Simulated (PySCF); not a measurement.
**Ionising KSb**

LC-ωPBE; K x2c-SVPall, Sb x2c-SVPall; spin-free X2C with a Gaussian nucleus (PySCF 2.14). Neutral (UKS): triplet (π ↑↑), Re = 3.287 Å, ωe = 157 cm⁻¹, De = 1.15 eV, HOMO -5.54 eV, LUMO -0.27 eV.

KSb⁺ (UKS): quartet (σ ↑, π ↑↑), Re = 3.815 Å, ωe = 63.6 cm⁻¹, De = 0.19 eV to K⁺ + Sb. The energies at the minima are -7081.56562 hartree for KSb and -7081.37488 for KSb⁺.

Work out the adiabatic ionisation energy, without and with harmonic zero-point energies (1 hartree = 27.2114 eV, 1 eV = 8065.5 cm⁻¹), and the change of the bond length.

At LC-ωPBE: 0.19074 hartree = 5.190 eV between the minima; the zero-point term (63.6 − 157.0)/2 cm⁻¹ = -0.006 eV makes it 5.185 eV. Re changes by +52.8 pm against the neutral. The electron leaves a σ orbital, and the ion is left as a loose complex of an ion and an atom.

Weak bonds: KSb⁺. Basis-set superposition, not corrected here, can be much of De in a small basis, most of all at correlated wavefunction levels. Spin–orbit coupling is left out, which matters for elements this heavy, above all for dissociation energies. For an ion De counts to the pair picked by the measured ionisation energies or electron affinities, which need not be the lowest pair at this level. States were picked by a PBE0 search and need not be the measured ground states.
